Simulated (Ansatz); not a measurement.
H9N3OSi2, SMILES `N[SiH2]N[SiH](N)O`. The species carries charge 0 and has multiplicity 1.

Z-matrix (Å, degrees):
```
Si
N 1 1.714
N 1 1.738 2 108.0
H 1 1.490 2 106.5 3 124.1
H 1 1.487 2 115.3 3 -114.9
Si 2 1.732 1 127.8 3 48.0
H 2 1.009 1 116.3 3 -137.4
H 3 1.010 1 117.2 2 -151.7
H 3 1.010 1 118.6 2 72.5
N 6 1.709 2 106.9 1 -145.6
O 6 1.637 2 105.4 1 -18.6
H 6 1.483 2 115.2 1 99.2
H 10 1.008 6 121.2 2 59.1
H 10 1.007 6 119.2 2 -155.5
H 11 0.972 6 114.5 2 -13.7
```

(1) Give the diagnostics of a CCSD(T)/def2-TZVPP run (frozen core, Ansatz 0.2.0). (Best estimate.)

## Answers

(1) Computed: T1 = 0.0110, largest single amplitude 0.013, largest double 0.016, (T) share of the correlation energy 3.6 %, 9 CCSD cycles. The RHF solution is stable towards an unrestricted one. T1 lies under the customary mark of 0.02 for closed shells.
